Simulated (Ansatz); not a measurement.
```xyz
10

C    -1.043   -1.085    0.535
B    -0.636    0.343    0.099
Ge    1.247    0.831   -0.596
H    -2.106   -1.311    0.425
H    -0.858   -1.071    1.626
H    -0.437   -1.901    0.138
H    -1.428    1.238    0.211
H     1.150    1.264   -2.075
H     2.256   -0.333   -0.529
H     1.855    2.024    0.167
```

The species carries charge 0 and has multiplicity 1.

(1) List the PBE0/def2-TZVPP orbital energies in eV (Ansatz 0.2.0). (Best estimate.)

Answers

(1) Computed: Occupied: -10859.33, -1357.64, -1207.45, -1207.44, -1207.43, -277.82, -185.07, -170.34, -120.14, -120.14, -120.10, -32.99, -32.98, -32.92, -32.90, -32.89, -20.00, -15.52, -13.03, -11.73, -11.48, -9.88, -9.32, -9.01, -7.84. Lowest empty: -1.76, 0.81, 1.42, 1.96, 2.06, 2.23, 2.48, 2.66.
